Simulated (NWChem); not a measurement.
MgCl, doublet; SMILES [Mg][Cl]

```xyz
2

Mg     0.0000     0.0000    -1.2917
Cl     0.0000     0.0000     0.9188
```
Atoms are numbered in this order, from 1.

Level: PBE0-D3(BJ)/def2-TZVP, spin-unrestricted (NWChem), optimised geometry, unscaled harmonic frequencies. The spin multiplicity was typed, not searched, and may not be the lowest.

List the harmonic frequencies with IR intensities, and the thermochemistry.


| frequency (cm⁻¹) | IR intensity (km/mol) |
|---|---|
| 457 | 72.8 |

- zero-point energy = 0.7 kcal/mol
- thermal correction to the enthalpy at 298.15 K (with zero-point energy) = 2.9 kcal/mol
- heat capacity Cv = 6.3 cal/(mol K)
- dipole moment = 3.38 D

Rigid rotor and harmonic oscillator.
